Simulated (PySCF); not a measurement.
BF₂I. Atoms are numbered in the order given.

```xyz
4

B      0.0000     0.0000    -1.3233
F      0.0000     1.1287    -1.9864
F      0.0000    -1.1287    -1.9864
I      0.0000     0.0000     0.7995
```

The structure is a stationary point at PBE0-D3(BJ)/def2-SVP. The def2 effective core potentials stand for the cores of I; spin–orbit coupling is left out.

The numbers are results of PySCF with TDA-B3LYP/def2-SVPD, not measurements.

Vertical excitations.  State labels are in the subgroup C2v.

```tsv
state	symmetry	energy (eV)	λ (nm)	f	main pairs
S1	A2	5.64	220	0.000	HOMO→LUMO 100 %
S2	B2	6.25	199	0.018	HOMO→LUMO+1 98 %
S3	A1	6.44	193	0.098	HOMO−1→LUMO 90 %
S4	B1	6.48	191	0.028	HOMO−1→LUMO+1 98 %
S5	B2	7.20	172	0.077	HOMO→LUMO+2 96 %
S6	B1	7.50	165	0.090	HOMO−1→LUMO+2 93 %
S7	B2	7.91	157	0.053	HOMO→LUMO+3 98 %
S8	A2	8.00	155	0.000	HOMO→LUMO+4 99 %
S9	A1	8.12	153	0.002	HOMO→LUMO+5 76 %, HOMO−1→LUMO+4 23 %
S10	B1	8.13	153	0.019	HOMO−2→LUMO 91 %
T1	A2	5.51	225	0	HOMO→LUMO 100 %
T2	A1	5.54	224	0	HOMO−1→LUMO 99 %
T3	B2	5.74	216	0	HOMO→LUMO+1 90 %
T4	B1	5.98	207	0	HOMO−1→LUMO+1 89 %
```
Triplets are in the Tamm–Dancoff approximation.
